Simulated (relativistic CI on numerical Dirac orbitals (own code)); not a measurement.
## Cu³⁺ (3d8) in a crystal field

Calculated by Dirac-Coulomb-Breit CI, orbitals from a KLI potential per configuration, QED by a radiative potential, valence Slater integrals scaled by 0.85, one configuration in a parametric crystal field (own radial code).

Field parameters in Wybourne normalisation: Oh B⁴₀ = 21Dq, B⁴₄ = √(5/14) B⁴₀. The field is a parameter set, without covalency.

S is read from ⟨S²⟩ = S(S + 1).

Levels (cm⁻¹, degeneracy): 0 (3), 19130 (2), 30293 (3), 30313 (2), 30765 (3), 31013 (1), 34573 (1), 43001 (1), 43018 (3), 43239 (3), 43320 (2), 49438 (3).

Problem. Which field gives this pattern?
A. Oh, 10Dq = 30500 cm⁻¹
B. Oh, 10Dq = 17300 cm⁻¹
C. Oh, 10Dq = 7400 cm⁻¹
D. Oh, 10Dq = 4100 cm⁻¹

Solution. A. Oh, 10Dq = 30500 cm⁻¹, ground level with S = 1.00.
